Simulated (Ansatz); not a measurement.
C₃H₃, charge -1, singlet, geometry from GFN2-xTB (a gas-phase anion, which may not be bound at this level); Ansatz (a first-principles code) with MP2/6-311G**.

Here is a job for Ansatz.
Ansatz 0.2 input:
```yaml
crystal:
  periodic: [false, false, false]
  atoms:
    - {symbol: C, position_ang: [-0.00058846, -0.06735310, 0.13145175]}
    - {symbol: C, position_ang: [0.01272709, 0.42165409, 1.28692893]}
    - {symbol: C, position_ang: [-0.00916618, -0.23508926, -1.20054090]}
    - {symbol: H, position_ang: [0.00817204, -0.08669387, 2.25254432]}
    - {symbol: H, position_ang: [0.90933867, -0.33006222, -1.78374476]}
    - {symbol: H, position_ang: [-0.93534543, -0.29851433, -1.77583821]}
basis:
  gaussian:
    orbitals: 6-311G__.json
total_charge: -1
magnetization: {spin_polarized: false}
correlation: {method: mp2, electrons: outside_noble_gas}
accuracy: high
```
The basis file holds 6-311G** in the JSON format of the Basis Set Exchange.

It wrote (shortened):

```
Functional definition: HF
1363 factors; integrals over basis functions are off by at most 4.0e-9 eV
mean field evaluation 1: about -3134.3346 eV, gradient 2.1e1 eV
mean field evaluation 2: about -3134.3410 eV, gradient 2.1e1 eV
mean field evaluation 4: about -3135.7860 eV, gradient 4.2e0 eV
mean field evaluation 8: about -3135.8560 eV, gradient 1.9e-1 eV
mean field -3135.85664389 eV, -115.2406061030 hartree, gradient 2.9e-8 eV, S^2 0.000000; 0 other end points of the search recorded, 0 dependent functions left out
3 core orbitals not correlated
reference -3135.85664389 eV, -115.2406061030 hartree; 8, 8 occupied and 61, 61 virtual orbitals, 1363 factors
second order -11.53619701 eV of doubles, -0.00000000 eV of singles
Total energy: -3147.39284090 eV, -115.6645535236 hartree
```
